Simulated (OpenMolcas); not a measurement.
Computed levels of 3s² 3p³ in ions with 15 electrons, in cm-1 above ⁴S°_3/2.

* Program: OpenMolcas 26.06
* Method: SS-RASPT2, IPEA 0.25 Eh, imaginary shift 0.1 Eh
* Basis: ANO-R2
* Scalar Hamiltonian: X2C, finite nucleus
* Spin-orbit coupling: RASSI with atomic mean-field integrals over the reference wave functions, term energies averaged over their components

Active space for each ion: 5 electrons in 9 orbitals (RAS2 3s 3p; RAS3 3d, at most 2 electrons); closed shells correlated by CASPT2: 2s 2p.

```tsv
Level	S+	Ar3+
²D°_3/2	15580	21920
²D°_5/2	15600	22030
²P°_1/2	25690	36170
²P°_3/2	25710	36280
```

Q: Estimate ²D°_3/2, ²D°_5/2 for Cl2+ from its neighbours S+ and Ar3+.

A: ²D°_3/2 is another term, which grows about linearly with the charge: (15580 + 21920) / 2 = 18750. The calculation gives 18840, so the estimate is off by -0.5 %; the measured value is 18053 (Moore, Atomic Energy Levels, vol. I, NSRDS-NBS 35 (1971 reprint of NBS Circular 467, 1949)).
²D°_5/2 is another term, which grows about linearly with the charge: (15600 + 22030) / 2 = 18815. The calculation gives 18890, so the estimate is off by -0.4 %; the measured value is 18120 (Moore, Atomic Energy Levels, vol. I, NSRDS-NBS 35 (1971 reprint of NBS Circular 467, 1949)).

The run also gave levels led by 3s² 3p² 3d, which use shells meant for correlation; these and all levels above them are left out. Computed and measured levels are paired by configuration, term and J; levels that our copy of the source lacks, or whose pairing is in doubt (as where it misses far off the trend of its configuration), stay unpaired and out of the deviations. Levels of configurations outside the active space are missing.

° marks odd parity.
